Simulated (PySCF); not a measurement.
# Shapes and spin states of HfHCl

Computed with PBE0 in PySCF with Hf def2-TZVP with ECP60, H def2-TZVP, Cl def2-TZVP; scalar-relativistic core potentials, no spin–orbit coupling; density-fitted integrals.

Relaxations began from a few typed shapes and spin states; open shells are unrestricted. The search is not exhaustive: other isomers or separated fragments can lie lower, and high-lying points may rest on an excited occupation.

(1) Which is the lowest minimum found?
A. singlet C∞v: Hf–Cl 2.337 Å, Hf–H 1.882 Å; Cl–Hf–H 180.0°
B. triplet C∞v: Hf–Cl 2.375 Å, Hf–H 1.924 Å; Cl–Hf–H 180.0°
C. triplet Cs: Hf–Cl 2.340 Å, Hf–H 1.866 Å; Cl–Hf–H 127.1°
D. broken-symmetry Ms = 0 (⟨S²⟩ 0.68) Cs: Hf–Cl 2.325 Å, Hf–H 1.850 Å; Cl–Hf–H 130.8°
E. singlet Cs: Hf–Cl 2.310 Å, Hf–H 1.834 Å; Cl–Hf–H 131.5°

## Answers

(1) D. The others lie at 14.0 (triplet Cs), 17.9 (singlet Cs), 33.7 (triplet C∞v, a saddle point), 37.6 (singlet C∞v, a saddle point) kJ/mol above it.

For the lowest minimum: the determinant is spin-contaminated (⟨S²⟩ = 0.68, pure value 0.00). The spin densities have lower symmetry than the nuclear frame. With an element this heavy the missing spin–orbit coupling can shift these numbers.

The electron or spin density has lower symmetry than the nuclear frame for the triplet C∞v at 33.7 kJ/mol.
